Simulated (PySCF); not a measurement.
Compound: C₅H₁₄N₂.
Bonds: C1–C2, C2–N3, N3–C4, N3–C5, C5–C6, C6–N7. Hydrogens: H8, H9, H10 on C1; H11, H12 on C2; H13, H14, H15 on C4; H16, H17 on C5; H18, H19 on C6; H20, H21 on N7.

Torsions of this conformer, `[CH3:1][CH2:2][N:3]([CH3:4])[CH2:5][CH2:6][NH2:7]`: C1–C2–N3–C4 -67°, C2–N3–C5–C6 -156°, N3–C5–C6–N7 56°, H–N7–C6–C5 66°, H–N7–C6–C5 -47°.

The closed-shell ground state was solved at several levels (PySCF, density fitting, gas phase, non-relativistic). Isolated species at its PBE0-D3(BJ)/def2-SVP geometry (one conformer only).

| level | basis functions | total energy (Eh) | HOMO (eV) | LUMO (eV) | gap (eV) | dipole (D) |
| --- | --- | --- | --- | --- | --- | --- |
| HF/pcSseg-1 | 189 | -306.3111 | -9.62 | 4.19 | 13.81 | 2.14 |
| PBE0/pcSseg-1 | 189 | -308.0355 | -6.24 | 1.29 | 7.53 | 1.95 |
| B3LYP/pcJ-1 | 329 | -308.4721 | -6.03 | 1.01 | 7.04 | 1.92 |

Problem. What might CAM-B3LYP/def2-SVPD (252 basis functions) give for the same quantities?

Solution. Total energy -308.0726 Eh, HOMO -7.67 eV, LUMO 1.30 eV, gap 8.97 eV, dipole 2.01 D.

Problem. Over all these levels, which gives the widest orbital gap and which the narrowest?

Solution. HF/pcSseg-1 (Hartree–Fock, all exact exchange) has the widest, 13.81 eV, and B3LYP/pcJ-1 (global hybrid, 20 % exact exchange) the narrowest, 7.04 eV. Functional and basis both differ between the two, so the spread mixes both effects. The HOMO need not be the same orbital at Hartree–Fock and at DFT levels.

Problem. How far do the dipole and the HOMO energy spread over the levels?

Solution. The dipole runs from 1.92 to 2.14 D (mean 2.00 D) and the HOMO from -9.62 to -6.03 eV.
